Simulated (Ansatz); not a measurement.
`[CH3][GeH2][TeH]` + H₂Se → `[CH3][GeH2][SeH]` + H₂Te at 400 K and 1 bar (ligand exchange at a Ge–Te bond).

Program: Ansatz. Geometries: PBE0-D4/def2-TZVP. ΔE: electronic, gas phase. CCSD(T)/CBS is the MP2 limit (def2-TZVPP, def2-QZVPP) plus CCSD(T) − MP2 in def2-TZVPP, frozen cores. def2 core potentials past Kr. For Ge, Se, Te outer-core shells are correlated without core-valence functions, which leaves a few kJ/mol of doubt a bond. Scalar relativity is left out up to krypton. Each species was taken in one conformer, which may not be the lowest.

```json
{"species": "`[CH3][GeH2][TeH]`", "CCSD(T)/CBS energy (Eh)": "-2385.52242", "H − E (kJ/mol)": "185.9", "S (J/(mol·K))": "381.2"}
{"species": "H₂Se", "CCSD(T)/CBS energy (Eh)": "-2401.89790", "H − E (kJ/mol)": "49.4", "S (J/(mol·K))": "229.5"}
{"species": "`[CH3][GeH2][SeH]`", "CCSD(T)/CBS energy (Eh)": "-4518.50643", "H − E (kJ/mol)": "188.4", "S (J/(mol·K))": "370.4"}
{"species": "H₂Te", "CCSD(T)/CBS energy (Eh)": "-268.91024", "H − E (kJ/mol)": "45.0", "S (J/(mol·K))": "239.1"}
```

H − E and S are ideal-gas, rigid-rotor, harmonic terms from PBE0-D4/def2-TZVP, for one conformer and one mirror image of each species. 1 Eh = 2625.50 kJ/mol, R = 8.31446 J/(mol·K).

Question: By hand: ΔE, ΔH, ΔS and ΔG.

Answer: ΔE = (-4518.50643) + (-268.91024) − (-2385.52242) − (-2401.89790) = 0.00365 Eh = 9.6 kJ/mol. Δ(H − E) = 188.4 + 45.0 − 185.9 − 49.4 = -1.9, so ΔH = 7.7 kJ/mol. ΔS = 370.4 + 239.1 − 381.2 − 229.5 = -1.2 J/(mol·K). ΔG = 7.7 − 400 × (-1.2)/1000 = 8.2 kJ/mol.

Question: By hand: the equilibrium constant, and the temperature at which ΔG would vanish if ΔH and ΔS stayed fixed.

Answer: log₁₀ K = −ΔG/(RT ln 10) = -1.1. ΔH and −TΔS have one sign here, so there is no such temperature.

The number of gas molecules stays the same, so ΔS is small and ΔH decides. A doubt of 5 kJ/mol in ΔE shifts log₁₀ K by 0.7 here. Other conformers and mirror images would add mixing entropy, several J/(mol·K) or more a flexible species. These are equilibria of isolated gas molecules and say nothing of rates. Largest T1 diagnostic: 0.010 (customary marks: 0.02 for closed shells, 0.045 for open ones).

ΔS is within the doubt of such terms, so its sign, and with it that verdict, could turn.
